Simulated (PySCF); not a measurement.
**Dipole response of Ga²⁺ (gallium, charge +2)**

[Ar] 3d10 4s1, 2S determinant. Calculation: PySCF 2.14, in x2c-QZVPPall with one added diffuse shell each of s, p, d, f type (12s8p6d5f1g, 110 functions); scalar relativity by spin-free X2C-1e. Coupled (time-dependent) response in atomic units; α is the mean over directions.

```
 method  mean α (bohr³)  C₆ (like pair)  S(−4)
LC-wPBE           10.05           31.39  86.89
```

S(−4) is the Cauchy moment in α(ω) = α(0) + S(−4) ω² + …

α(iu) at LC-wPBE:

```tsv
u (hartree)	α(iu) (bohr³)
0	10.05
0.0500	9.842
0.100	9.266
0.200	7.586
0.300	5.969
0.500	3.858
0.750	2.578
1.00	1.926
1.50	1.277
2.00	0.9488
3.00	0.6115
5.00	0.3345
```

A single London oscillator, α(iu) = α/(1 + u²/ω²), gives C₆ = (3/4) ω α². Matching the computed C₆ needs ω = 4 × 31.39 / (3 × 10.05²) = 0.414 hartree.

For an ion, C₆ is the dispersion term alone; charge-induced terms of lower order in 1/R come first.
